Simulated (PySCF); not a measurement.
The PySCF input:
```python
from pyscf import gto, scf, dft

mol = gto.Mole()
mol.atom = '''
    Cl    3.08799008   -0.39677225   -1.26569421
    Si    1.47398113    0.29321702   -0.19461162
    Cl    2.17933231    0.66766398    1.66884890
    Cl    0.97661910    2.06905610   -1.02181231
    C     0.10544345   -0.99510331   -0.21573527
    Si   -1.63560367   -0.25343323    0.20330251
    Cl   -2.05187644    0.25737694   -1.98728099
    Cl   -1.20310332   -0.20377725    2.43948372
    Cl   -2.91612256   -1.88424425    0.27626352
    H     0.33616261   -1.78103735    0.50587682
    H     0.05562643   -1.46347131   -1.19988467
'''
mol.basis = 'pcseg-1'
mol.charge = -1
mol.spin = 1
mol.verbose = 4
mol.build()

mf = dft.UKS(mol)
mf.xc = 'blyp'
mf.disp = 'd3zero'
mf = mf.density_fit(auxbasis='def2-universal-jkfit')
mf.kernel()
mf.analyze()
```

Problem. Predict the <S^2> from DF-BLYP-D3ZERO/pcseg-1 in PySCF.

Solution. 0.751

Problem. Estimate the number of basis functions that DF-BLYP-D3ZERO/pcseg-1 returns for this input.

Solution. 168

Problem. What total energy does DF-BLYP-D3ZERO/pcseg-1 give?

Solution. -3379.7201 Eh

Problem. Give the nuclear repulsion energy at the level DF-BLYP-D3ZERO/pcseg-1.

Solution. 1313.9226 Eh

Problem. What HOMO energy does DF-BLYP-D3ZERO/pcseg-1 give?

Solution. -0.26 eV

These values belong to the state on which the SCF converged, which isn't shown to be the lowest.
